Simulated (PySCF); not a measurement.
Dipole moment and polarisability of `c1cnc(C2CC2)nn1`

Compound: C6H7N3.
Structure used (GFN2-xTB), in Å, numbered top down from 1:
```
atom  x, y, z in Å
C1     2.8657   -0.1548    0.3025
C2     2.0282    0.5253   -0.5838
N3     0.7223    0.4645   -0.4425
C4     0.2761   -0.2769    0.5826
C5    -1.1674   -0.3875    0.7881
C6    -2.0431    0.7948    0.4463
C7    -2.0724   -0.4099   -0.4215
N8     1.0632   -0.9265    1.4346
N9     2.3523   -0.8626    1.2927
H10    3.9421   -0.1379    0.2278
H11    2.4047    1.1195   -1.4068
H12   -1.4290   -0.9969    1.6420
H13   -2.8808    0.9942    1.0964
H14   -1.5446    1.6750    0.0709
H15   -1.5936   -0.3494   -1.3865
H16   -2.9313   -1.0620   -0.3867
```

Level: B3LYP/def2-SVPD (PySCF), static field, nuclei fixed, core orbitals frozen in the response. The polarisability tensor in these axes (au):

```
x   119.10  -1.45  -0.28
y    -1.45  68.81 -10.42
z    -0.28 -10.42  75.28
```

Question: Give the principal values, the mean and the anisotropy Δα = √{½[(α1 − α2)² + (α2 − α3)² + (α1 − α3)²]}.

Answer: Principal values 61.10, 82.95 and 119.14 au; mean 87.73 au = 13.00 Å³ = 14.46 × 10⁻⁴⁰ C²·m²/J; Δα = 50.78 au (58 % of the mean).

Question: What is the dipole moment, and where does it point?

Answer: (-0.26, 1.48, -2.03) D, 2.53 D in size, pointing from the negative to the positive side. Measured along this direction, the outermost atoms are N8, N9 and H12 at the negative end and H11 at the positive end.

Question: How large is μ²/3kT at 250 K beside α?

Answer: In Gaussian units μ²/3kT = 61.69 Å³ against 13.00 Å³, a ratio of 4.75; the Debye molar polarisation (4π/3)N_A(α + μ²/3kT) is 188.4 cm³/mol, leaving out the vibrational part.

Question: Give the eigenvalues of the traceless quadrupole moment Θ = ½Σq(3rr − r²1), origin at the centre of nuclear charge.

Answer: -14.70, -0.72, 15.42 D·Å. The values depend on the origin, since the dipole doesn't vanish. The electronic extent ⟨r²⟩ about the same centre is 1134 bohr², a root-mean-square distance of 2.23 Å for the 64 electrons.

Question: What would n − 1 = 2πNα be for an ideal gas of these molecules at 273.15 K and 1 atm, electronic part alone?

Answer: N = p/kT = 2.6868 × 10¹⁹ cm⁻³, so n − 1 = 2π × N × 13.00 × 10⁻²⁴ cm³ = 2195 × 10⁻⁶ at long wavelengths, for an ideal gas.

Question: What depolarisation ratio follows for Rayleigh scattering of linearly polarised light, taking the static tensor?

Answer: ρ = 3Δα²/(45ᾱ² + 4Δα²) = 7734.4/(346343 + 10312.5) = 0.0217.

One conformer (not necessarily the lowest) at the GFN2-xTB geometry, without solvent, vibrations or thermal averaging.
